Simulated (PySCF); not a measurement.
Distorted geometries of [Sm(H2O)]2+

[Sm(H2O)]2+ (singlet in the valence; each metal's 4f electrons, 6 of them, lie in its core potential, out of spins and levels). PySCF 2.14.0, RKS PBE, Sm lcecp-0-SVP with ECP52, O def2-SVP, H def2-SVP; non-relativistic Hamiltonian with scalar-relativistic core potentials where named; density fitting; no spin-orbit coupling. Relaxed geometry:

```xyz
4

Sm    0.0000    0.0000   -0.1387
O     0.0000    0.0000    2.3029
H     0.7731    0.0000    2.9168
H    -0.7731    0.0000    2.9168
```

**Question.** Order these distorted geometries by energy above the relaxed one, lowest first.
A.
```xyz
4

Sm   -0.2159   -0.2418   -0.3532
O     0.1849    0.3537    2.4392
H     1.0057   -0.1475    2.8329
H    -0.9747    0.0355    3.0790
```
B.
```xyz
4

Sm   -0.0640   -0.0549   -0.1282
O     0.0231   -0.1080    2.2844
H     0.7352    0.1198    2.8671
H    -0.6943    0.0431    2.9746
```
C.
```xyz
4

Sm   -0.1209   -0.1057   -0.3195
O     0.3384    0.0028    2.2890
H     0.5131   -0.0322    3.0978
H    -0.7305    0.1351    2.9306
```

**Answer.** B (0.14 eV), A (2.25 eV), C (2.66 eV).

**Question.** Which forces (eV/Å) act in the one that lies 2.66 eV up?

**Answer.** 
```
Sm   0.37  0.01  0.84
O   -8.82  1.20 -9.78
H    5.85 -0.96 12.35
H    2.59 -0.25 -3.41
```
Forces carry noise of the integration grid, about 0.01 to 0.03 eV/Å.

An lcecp potential fixes the number of 4f electrons, so in runs with it no electron can move into or out of that shell.
